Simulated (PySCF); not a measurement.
Compound: C7H14Si.
Numbering: `[CH3:1][CH:2]([CH3:3])[SiH:4]1[CH2:5][CH:6]=[CH:7][CH2:8]1` (hydrogens: H9, H10, H11 on C1; H12 on C2; H13, H14, H15 on C3; H16 on Si4; H17, H18 on C5; H19 on C6; H20 on C7; H21, H22 on C8)

The same species was optimised twice, with GFN2-xTB and with PBE0-D3(BJ)/def2-SVP (PySCF), and the same property calculations (PySCF, gas phase) were run on both structures.

```
      coordinate  GFN2-xTB  PBE0-D3(BJ)/def2-SVP  change
       C6=C7 (Å)     1.321                 1.341  +0.020
      C2–Si4 (Å)     1.909                 1.894  -0.015
       C7–C8 (Å)     1.499                 1.506  +0.007
       C5–C6 (Å)     1.499                 1.506  +0.007
      Si4–C8 (Å)     1.908                 1.904  -0.004
      Si4–C5 (Å)     1.908                 1.904  -0.004
       C1–C2 (Å)     1.526                 1.528  +0.002
       C2–C3 (Å)     1.526                 1.528  +0.002
   C5–Si4–C8 (°)      93.6                  95.7    +2.1
    C1–C2–C3 (°)     110.0                 111.8    +1.8
   Si4–C5–C6 (°)     103.8                 102.6    -1.2
   Si4–C8–C7 (°)     103.9                 102.7    -1.2
   C2–Si4–C8 (°)     114.3                 113.8    -0.5
   C3–C2–Si4 (°)     111.0                 111.4    +0.4
    C5–C6–C7 (°)     119.2                 119.5    +0.3
   C2–Si4–C5 (°)     114.3                 114.0    -0.3
C1–C2–Si4–C5 (°)      -172                  -171      +1
```

Rotational constants: A = 3225, B = 1100, C = 897.7 MHz (GFN2-xTB) against A = 3127, B = 1123, C = 909.1 MHz (PBE0-D3(BJ)/def2-SVP). Point groups within 0.08 Å: Cs and Cs.

On the GFN2-xTB structure: HOMO (eV) -6.95 [PBE0/pcSseg-1]; LUMO (eV) 0.81 [PBE0/pcSseg-1]; dipole (D) 0.61 [PBE0/pcSseg-1]; GIAO shielding of C1/C3 (mean) (ppm) 166.0 [PBE0/pcSseg-1]; GIAO shielding of C2 (ppm) 168.2 [PBE0/pcSseg-1]; GIAO shielding of Si4 (ppm) 344.1 [PBE0/pcSseg-1]; GIAO shielding of C5/C8 (mean) (ppm) 168.6 [PBE0/pcSseg-1]; GIAO shielding of C6/C7 (mean) (ppm) 48.6 [PBE0/pcSseg-1].

Problem. What do these properties become on the PBE0-D3(BJ)/def2-SVP structure?

Solution. 
```csv
property,level,on GFN2-xTB,on PBE0-D3(BJ)/def2-SVP,change
HOMO (eV),PBE0/pcSseg-1,-6.95,-6.96,-0.01
LUMO (eV),PBE0/pcSseg-1,0.81,0.60,-0.21
dipole (D),PBE0/pcSseg-1,0.61,0.61,0.00
"energy, GFN2-xTB geometry as zero (kcal/mol)",PBE0/pcSseg-1,0.0,-1.5,-1.5
GIAO shielding of C1/C3 (mean) (ppm),PBE0/pcSseg-1,166.0,164.7,-1.3
GIAO shielding of C2 (ppm),PBE0/pcSseg-1,168.2,168.3,+0.1
GIAO shielding of Si4 (ppm),PBE0/pcSseg-1,344.1,340.6,-3.5
GIAO shielding of C5/C8 (mean) (ppm),PBE0/pcSseg-1,168.6,167.9,-0.7
GIAO shielding of C6/C7 (mean) (ppm),PBE0/pcSseg-1,48.6,43.6,-5.0
```

The heavy atoms differ by 0.038 Å rms after alignment. Among bonds between heavy atoms C6=C7 changes most (+0.020 Å). Changes are differences of the printed values. Neither structure is proved a minimum here.
